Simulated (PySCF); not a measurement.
SMILES c1ccc([SiH2]c2cccs2)nc1 (C9H9NSSi), GFN2-xTB optimised geometry.

```
21

C     -3.00    -1.95     0.00
C     -3.65    -0.72     0.00
C     -2.88     0.43     0.00
C     -1.49     0.34     0.00
Si    -0.41     1.89    -0.04
C      1.34     1.49     0.46
C      1.93     0.29     0.74
C      3.30     0.39     1.08
C      3.74     1.68     1.05
S      2.50     2.78     0.61
N     -0.88    -0.85     0.00
C     -1.61    -1.95     0.00
H     -3.55    -2.87     0.00
H     -4.73    -0.67     0.00
H     -3.35     1.41     0.00
H     -0.98     2.88     0.89
H     -0.44     2.45    -1.40
H      1.39    -0.63     0.70
H      3.92    -0.45     1.33
H      4.73     2.05     1.25
H     -1.05    -2.88     0.00
```

Density from PBE/def2-SVP (PySCF) at that geometry.

Minimum of the electron density along straight lines between bonded atoms, close to the bond critical point (lines longer than 1.1 times the sum of covalent radii, or with two minima, are not listed):

| bond | length / Å | ρ at the minimum / e bohr⁻³ | ∇²ρ there / e bohr⁻⁵ | position (fraction from the first atom) |
|---|---|---|---|---|
| C1–C2 | 1.386 | 0.309 | -0.76 | 0.50 |
| C2–C3 | 1.384 | 0.310 | -0.77 | 0.50 |
| C3–C4 | 1.392 | 0.307 | -0.75 | 0.50 |
| C4–Si5 | 1.893 | 0.113 | 0.31 | 0.62 |
| Si5–C6 | 1.867 | 0.113 | 0.35 | 0.39 |
| C6–C7 | 1.364 | 0.316 | -0.76 | 0.51 |
| C7–C8 | 1.411 | 0.294 | -0.70 | 0.50 |
| C8–C9 | 1.358 | 0.320 | -0.79 | 0.49 |
| C6–S10 | 1.739 | 0.205 | -0.38 | 0.46 |
| C9–S10 | 1.718 | 0.214 | -0.44 | 0.47 |
| C4–N11 | 1.330 | 0.341 | -0.96 | 0.36 |
| C1–C12 | 1.386 | 0.311 | -0.77 | 0.50 |
| N11–C12 | 1.320 | 0.350 | -1.00 | 0.65 |
| C1–H13 | 1.079 | 0.281 | -1.06 | 0.64 |
| C2–H14 | 1.081 | 0.281 | -1.06 | 0.64 |
| C3–H15 | 1.080 | 0.282 | -1.06 | 0.63 |
| Si5–H16 | 1.471 | 0.115 | 0.31 | 0.49 |
| Si5–H17 | 1.471 | 0.115 | 0.30 | 0.49 |
| C7–H18 | 1.075 | 0.285 | -1.12 | 0.65 |
| C8–H19 | 1.076 | 0.281 | -1.06 | 0.63 |
| C9–H20 | 1.072 | 0.283 | -1.08 | 0.64 |
| C12–H21 | 1.084 | 0.284 | -1.09 | 0.64 |
